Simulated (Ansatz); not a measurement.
Geometry optimisation, RKS PBE-D4/def2-SVP (Ansatz).

input.yaml

```yaml
crystal:
  periodic: [false, false, false]
  atoms:
    - { symbol: Al, position_ang: [0.168501, 0.117416, 0.098059] }
    - { symbol: "N", position_ang: [0.190656, 0.005862, 1.977749] }
    - { symbol: H, position_ang: [-0.657014, 0.22734, 2.508417] }
    - { symbol: H, position_ang: [1.009843, 0.251503, 2.541422] }
    - { symbol: "N", position_ang: [1.673598, 0.495332, -0.780288] }
    - { symbol: H, position_ang: [2.607311, 0.569213, -0.37044] }
    - { symbol: H, position_ang: [1.749529, 0.473454, -1.799878] }
    - { symbol: H, position_ang: [-1.241675, 0.069243, -0.63612] }
    - { symbol: O, position_ang: [0.159542, -2.78836, 0.704212] }
    - { symbol: H, position_ang: [-0.795482, -2.967952, 0.623285] }
    - { symbol: H, position_ang: [0.21359, -2.196252, 1.502882] }
basis:
  gaussian: { orbitals: def2-SVP }
hamiltonian:
  xc: pbe
  dispersion: d4
relax:
  f_tol: 0.03
  max_steps: 50
output:
  orbitals: {}
```

Run as:

```bash
$ ansatz run input.yaml --threads 2 --pin off --max-ram 3072MiB --backend cpu --events-out ev --progress --plain --runs-dir out
```

Q: Where does it end, and by what steps?

A: The run converged. After 10 steps the energy has fallen by 0.515 eV; O9 moved furthest, 0.57 Å. Joined: Al1–O9 (2.97 → 2.02 Å).

```
step  energy less start (eV)  largest force component (eV/Å)  accepted
   0                  0.0000                           1.189       yes
   1                 -0.1743                           0.704       yes
   2                 -0.3554                           0.946       yes
   3                 -0.4625                           0.777       yes
   4                 -0.4930                           0.478       yes
   5                 -0.5067                           0.305       yes
   6                 -0.5085                           0.239       yes
   7                 -0.5124                           0.155       yes
   8                 -0.5137                           0.109       yes
   9                 -0.5144                           0.065       yes
  10                 -0.5146                           0.014       yes
```

```xyz
11
Properties=species:S:1:pos:R:3
Al 0.149 -0.268 0.115
N 0.189 -0.202 2.015
H -0.632 0.177 2.502
H 1.015 0.168 2.501
N 1.615 0.338 -0.728
H 2.543 0.435 -0.311
H 1.695 0.413 -1.744
H -1.290 -0.095 -0.572
O 0.225 -2.230 0.594
H -0.602 -2.729 0.452
H 0.171 -1.750 1.546
```

Whether the end is a true minimum wasn't checked by a vibrational analysis.

The run took 19 s on 2 threads of Arm Neoverse V1, with other jobs on the host, peak memory 0.13 GiB.
